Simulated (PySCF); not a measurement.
## Computed beside measured shifts: [C12H28B]-

System: [C12H28B]- (measured compound), SMILES CCC[B-](CCC)(CCC)CCC.

Atom-mapped SMILES (hydrogens are numbered by the atom that bears them): [CH3:1][CH2:2][CH2:3][B-:4]([CH2:5][CH2:6][CH3:7])([CH2:8][CH2:9][CH3:10])[CH2:11][CH2:12][CH3:13]

Computed with GIAO KT3/pcSseg-1, gas phase, PySCF SCF with an in-house response code, fitting set def2-universal-JFIT, grid level 2, non-relativistic, on the GFN2-xTB geometry.

One optimised conformer. Values are averaged over the atoms that symmetry or fast rotation interchanges, on this one geometry and without vibrational averaging. Shifts are the reference shielding less the shielding here, at the same level (11B against isolated BF3·OEt2; 13C, 1H against isolated TMS); nuclei without a reference have shieldings only.

(1) What shifts does this level give for B4, and how do they compare with measurement?

Answers

(1) 
| atom | nucleus | computed / ppm | measured / ppm | computed less measured | measured against | medium of the measurement |
| --- | --- | --- | --- | --- | --- | --- |
| B4 | 11B | -24.3 | -17.8 | -6.5 | BF3.OEt2 | THF-d8 (Li+ or Na+ salt) |

Measured values: B. Wrackmeyer, Z. Naturforsch. B 2015.
